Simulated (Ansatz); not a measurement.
Ansatz (an electronic-structure program) input (B2PLYP/def2-TZVPD):

Ansatz 0.2 input:
```yaml
crystal:
  periodic: [false, false, false]
  atoms:
    - {symbol: Ge, position_ang: [-0.17808290, -0.16009585, -0.01946895]}
    - {symbol: O, position_ang: [-1.47426511, -1.32535878, -0.16117430]}
    - {symbol: Cl, position_ang: [-0.49503636, 1.69499532, -0.84431545]}
    - {symbol: Cl, position_ang: [1.52402304, -0.76994018, 0.95680961]}
basis:
  gaussian:
    orbitals: def2-TZVPD
hamiltonian:
  xc: {name: B2PLYP}
total_charge: 1
magnetization: {spin_polarized: true, initial_magnetization: 1}
correlation: {electrons: outside_noble_gas}
```

End of the output:

```
integrals: 0.37 GiB planned
1131 factors; integrals over basis functions are off by at most 1.9e-3 eV
mean field: 1.95 GiB planned
mean field evaluation 1: about -83559.8779 eV, gradient 6.0e1 eV
mean field evaluation 2: about -83560.0121 eV, gradient 6.0e1 eV
mean field evaluation 4: about -83570.1181 eV, gradient 2.7e1 eV
mean field evaluation 8: about -83578.0024 eV, gradient 5.0e0 eV
mean field evaluation 16: about -83578.1613 eV, gradient 1.4e-2 eV
mean field evaluation 32: about -83578.1591 eV, gradient 6.7e-2 eV
mean field evaluation 64: about -83571.4905 eV, gradient 8.1e0 eV
mean field -83578.16130179 eV, -3071.4407765282 hartree, gradient 7.9e-6 eV, S^2 0.756923; 3 other end points of the search recorded, 0 dependent functions left out
25 core orbitals not correlated
reference -83578.16147571 eV, -3071.4407829197 hartree; 12, 11 occupied and 149, 150 virtual orbitals, 1131 factors
second order -21.51594696 eV of doubles, -0.00000000 eV of singles
Total energy: -83583.97078139 eV, -3071.6542709658 hartree
```
